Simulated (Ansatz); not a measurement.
Gas-phase electronic energies from Ansatz, PBE0-D4/def2-TZVP geometries. CCSD(T)/CBS adds triple-zeta CCSD(T) − MP2 to the extrapolated MP2 energy (def2 sets, frozen cores). This one scheme is used for every species. DFT in def2-TZVPP. B3LYP here is the variant with VWN-RPA as its local correlation; programs differ in this. Each species was taken in one conformer, which may not be the lowest.

`O[SiH2]/C=C/[SiH3]` + `N=C=O` → `O=C=N[SiH2]O` + `C=C[SiH3]`  (ligand exchange at the Si–C bond)

`O[SiH2]/C=C/[SiH3]`:

Z-matrix (Å, degrees):
```
Si
C 1 1.862
O 1 1.648 2 111.1
H 1 1.491 2 108.7 3 -122.6
H 1 1.483 2 110.6 3 117.6
C 2 1.338 1 123.1 3 -5.6
H 2 1.092 1 118.4 3 174.2
H 3 0.958 1 117.5 2 -76.5
Si 6 1.863 2 123.8 1 179.8
H 6 1.092 2 117.9 1 -0.6
H 9 1.487 6 108.9 2 -0.6
H 9 1.489 6 110.6 2 -120.9
H 9 1.488 6 110.7 2 119.9
```

`N=C=O`:

```xyz
4

N    -0.383   -0.019   -0.663
C     0.263    0.268    0.317
O     0.893    0.674    1.204
H    -0.773   -0.923   -0.858
```

`O=C=N[SiH2]O`:

Cartesian coordinates in Å:
```
O -0.406 0.311 3.168
C -0.349 0.332 2.006
N -0.286 0.399 0.815
Si -0.262 -0.078 -0.828
O 1.159 -0.779 -1.232
H -1.299 -1.104 -1.051
H -0.505 1.154 -1.613
H 1.947 -0.236 -1.266
```

`C=C[SiH3]`:

```xyz
9

C     0.685    0.575   -1.259
C     0.719   -0.076   -0.100
Si   -0.791   -0.378    0.941
H    -0.243    0.969   -1.665
H     1.577    0.743   -1.856
H     1.681   -0.447    0.252
H    -1.018   -1.837    1.134
H    -1.973    0.217    0.263
H    -0.637    0.233    2.289
```

```tsv
level	ΔE (kcal/mol)	difference from CCSD(T)/CBS
LDA (SPW92)	-21.4	2.8
PBE-D4	-21.1	3.1
revPBE-D4	-20.7	3.5
PBE0-D4	-22.8	1.4
ωB97X-V	-24.1	0.1
B2PLYP	-25.2	-1.0
B3LYP	-25.2	-1.0
r2SCAN0	-24.7	-0.5
BHLYP	-27.1	-2.9
CAM-B3LYP	-25.8	-1.6
LC-ωPBE	-24.3	-0.1
MP2/def2-SVP	-24.7	-0.5
CCSD(T)/def2-SVP	-23.9	0.3
MP2/def2-TZVPP	-25.0	-0.8
HF/def2-QZVPP	-29.7	-5.5
SCS-MP2/def2-QZVPP	-25.6	-1.4
CCSD(T)/CBS	-24.2	0
```

(1) What do rigid-rotor, harmonic-oscillator terms from PBE0-D4/def2-TZVP frequencies (298.15 K, 1 bar) make of the CCSD(T)/CBS value? (An estimate is asked.)

Largest T1 diagnostic among the species: 0.018.

Results:

(1) The calculation gave: ΔZPE = +1.3 kcal/mol, ΔH = -23.1 kcal/mol, ΔS = 17 J/(mol·K), ΔG = -24.4 kcal/mol. Modes under 50 cm⁻¹ make the entropy rough.

From PBE to PBE0 (25 % exact exchange), in def2-TZVPP and without D4, ΔE moves by −1.6 kcal/mol. The D4 term adds +1.1 kcal/mol with B3LYP and +0.6 kcal/mol with PBE0; it sums over pairs of atoms, weighted by their polarisabilities, and B3LYP, whose exchange is more repulsive, gets the larger term.
